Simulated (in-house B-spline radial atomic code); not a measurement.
Radial electron density of Cl3+, [Ne] 3s1 3p2 7f1. Method: Dirac-Hartree-Fock, average of configuration, Fermi nucleus of rms radius 3.3654 fm. Calculated with a radial B-spline atomic code at the basis-set limit.

Columns: r (bohr), 4πr²n(r) (electrons per bohr), bar.

```
 0.00371   0.5135 #
 0.00467   0.7847 ##
 0.00588     1.19 ###
  0.0074    1.783 ####
 0.00932    2.641 ######
  0.0117    3.826 #########
  0.0148    5.492 ############
  0.0186    7.602 #################
  0.0234     10.2 #######################
  0.0294    13.11 #############################
   0.037    16.04 ####################################
  0.0466    18.44 #########################################
  0.0586    19.62 ############################################
  0.0738    19.14 ###########################################
  0.0929    17.12 ######################################
   0.117    14.59 #################################
   0.147    13.18 ##############################
   0.185    14.07 ################################
   0.233    16.82 ######################################
   0.293    19.09 ###########################################
   0.369    18.34 #########################################
   0.464    14.03 ###############################
   0.584    8.296 ###################
   0.736    4.163 #########
   0.926    2.767 ######
    1.16    2.719 ######
    1.47    2.326 #####
    1.85    1.351 ###
    2.32   0.5091 #
    2.92   0.1223 
    3.68    0.015 
    4.63 0.007135 
    5.83  0.03633 
    7.33 0.007922 
    9.23  0.02657 
    11.6  0.03808 
    14.6  0.01364 
    18.4    0.106 
    23.1  0.04123 
    29.1 0.002294 
    36.7 1.589e-05 
    46.1 1.112e-08 
    58.1 2.31e-13
```

On this grid the curve has 5 maxima, near 0.0586, 0.293, 5.83, 11.6, 18.4 bohr.

The 3p3/2 radial function P(r) = rR(r), positive near the nucleus, with its small component Q(r) (sign convention: Q ≈ (P' + κP/r)/2c):

```csv
r (bohr),P,Q
0.00467,0.001146,-3.544e-05
0.0074,0.002806,-8.661e-05
0.0117,0.006753,-0.0002077
0.0186,0.01608,-0.0004917
0.0294,0.03665,-0.001111
0.0466,0.07977,-0.002386
0.0738,0.1602,-0.004713
0.117,0.2845,-0.008262
0.185,0.4133,-0.01211
0.293,0.4198,-0.01364
0.464,0.1281,-0.01005
0.736,-0.4568,-0.002136
1.16,-0.8916,0.004542
1.85,-0.6856,0.004796
2.92,-0.1988,0.001499
4.63,-0.01367,0.0001063
```
